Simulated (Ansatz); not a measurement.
The same molecule with X = B, Al, Ga, In. Ansatz, PBE0-D4/def2-TZVP geometries, multiplicity 1. Each molecule was computed in one conformer, which needn't be the lowest.

Elements past krypton have def2 core potentials. Scalar relativity is left out up to krypton.

| X | molecule | mean X–H bond length / Å | mean X–O bond length / Å | mean X–S bond length / Å | HOMO energy (B3LYP/def2-TZVPP) / eV | HOMO–LUMO gap (B3LYP/def2-TZVPP) / eV | LUMO energy (PBE0/def2-TZVPP) / eV |
| --- | --- | --- | --- | --- | --- | --- | --- |
| B | `OBS` | 1.193 | 1.351 | 1.813 | -7.64 | 7.37 | -0.05 |
| Al | `[OH][AlH][SH]` | 1.569 | 1.690 | 2.186 | -7.52 | 6.75 | -0.57 |
| In | `[OH][InH][SH]` | 1.703 | 1.985 | 2.367 | -7.25 | 5.75 | -1.23 |

(1) Give the row for X = Ga, `[OH][GaH][SH]`. (An estimate is asked.)

Answers

(1) The calculation gave: 
| X | molecule | mean X–H bond length / Å | mean X–O bond length / Å | mean X–S bond length / Å | HOMO energy (B3LYP/def2-TZVPP) / eV | HOMO–LUMO gap (B3LYP/def2-TZVPP) / eV | LUMO energy (PBE0/def2-TZVPP) / eV |
| --- | --- | --- | --- | --- | --- | --- | --- |
| Ga | `[OH][GaH][SH]` | 1.554 | 1.786 | 2.188 | -7.41 | 6.28 | -0.87 |

From B to In the mean X–H bond length isn't monotonic: highest at In, lowest at B; the mean X–O bond length rises at each step, by 0.634 Å in all; the mean X–S bond length rises at each step, by 0.554 Å in all; the HOMO energy (B3LYP/def2-TZVPP) rises at each step, by 0.39 eV in all; the HOMO–LUMO gap (B3LYP/def2-TZVPP) falls at each step, by 1.62 eV in all; the LUMO energy (PBE0/def2-TZVPP) falls at each step, by 1.18 eV in all. Bonds lengthen as the atom grows down the group.

B3LYP here is the variant with VWN-RPA as its local correlation; programs differ in this.
